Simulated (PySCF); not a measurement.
Radial density of Ar⁺ (argon, charge +1)

B3LYP, [Ne] 3s1 3p6, 2S determinant (an excited configuration). Calculation: PySCF 2.14, in aug-cc-pCVTZ-DK with one added diffuse shell each of s, p, d, f type (9s8p6d4f, 91 functions); scalar relativity by spin-free X2C-1e.

| r (bohr) | 4πr²ρ (e/bohr) | 4πr²(ρα − ρβ) |
| --- | --- | --- |
| 0.00174 | 0.1684 | 0.0008 |
| 0.00292 | 0.4336 | 0.0019 |
| 0.00491 | 1.093 | 0.0049 |
| 0.00826 | 2.643 | 0.0117 |
| 0.0139 | 5.929 | 0.0260 |
| 0.0234 | 11.69 | 0.0496 |
| 0.0393 | 18.51 | 0.0704 |
| 0.0661 | 20.65 | 0.0517 |
| 0.111 | 15.80 | 0.0092 |
| 0.187 | 16.60 | 0.1318 |
| 0.315 | 20.79 | 0.2316 |
| 0.529 | 9.676 | -0.0037 |
| 0.890 | 4.498 | 0.7309 |
| 1.50 | 4.674 | 0.7200 |
| 2.52 | 1.014 | 0.0402 |
| 4.24 | 0.03393 | -0.0037 |

Densities and radii are taken from the X2C orbitals without a picture-change correction, which distorts them close to the nucleus.

Where is the radial spin density 4πr²(ρα − ρβ) most negative, and why is it negative at all?

Around r = 4.24 bohr, down to -0.0037 e/bohr: exchange with the open shell polarises the paired shells in an unrestricted calculation.
